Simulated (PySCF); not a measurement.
Sn(Cl)(OH)3 (ClH3O3Sn), SMILES [Cl][Sn]([OH])([OH])[OH].

The structure is a stationary point at PBE0-D3(BJ)/def2-SVP. The def2 effective core potentials stand for the cores of Sn; spin–orbit coupling is left out. The values are those of a single conformer.

Calculation: M06-2X/def2-TZVP (PySCF).

Computed frontier levels, gap, dipole moment and polarisability:
```yaml
highest_occupied_level: -10.87 eV
lowest_empty_level: -1.24 eV
orbital_gap: 9.63 eV
dipole_moment: 0.222 e·Å
quadrupole, principal values (traceless, Buckingham form, about the centre of nuclear charge): -10.42, 5.21, 5.21 D·Å
mean_static_polarisability: 56.2 bohr³ (8.32 Å³)
polarisability_principal_values: 52.8, 52.8, 62.9 bohr³
```
